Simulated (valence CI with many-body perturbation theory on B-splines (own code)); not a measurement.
# Br¹³⁺: key properties

Computed by valence CI with perturbative core correlation (CI+MBPT): four valence electrons over a frozen Dirac-Fock core [Ar], radial functions for each j: 7 s, 7 p, 8 d, 6 f, 4 g, 1 h, with the one-electron correlation potential Σ1, the two-electron term Σ2, the three-electron term Σ3, Breit, model QED; selected CI, second order for the rest, scaled by the run's own slope (own B-spline code, finite nucleus).

No measured levels were compared; by estimate terms of the open shell hold to 2 to 4 % of their energy, and close levels can change places. Only levels of the ground parity were solved; by the run's estimate the other parity begins above the list, which can be wrong where configurations are misplaced.

Rates and lifetimes use the calculated energies. Strong lines usually hold to 10 to 20 %, long lifetimes can be off by a factor of two.

Q: What is the ground level?

A: 3d⁴ ⁵D_0, composition 95 % 3d⁴ ⁵D + 5 % 3d⁴ ³P.

Q: What is the ionisation energy?

A: 435.51 eV; NIST lists 436 ± 3 eV (theoretical).

Q: How is the term ⁵D of the ground level split?

A: J = 0 at 0.0, J = 1 at 1884, J = 2 at 4785, J = 3 at 8180, J = 4 at 11812 cm⁻¹.

Q: How well does LS coupling describe the low levels?

A: Among the lowest 20 levels the leading LS term, summed over configurations, holds 86 % on average. For single configurations the figures are 86 % in LS and 58 % in jj coupling. Terms mix most in the J = 3 level at 70066 cm⁻¹, where the leading one holds 57 %.
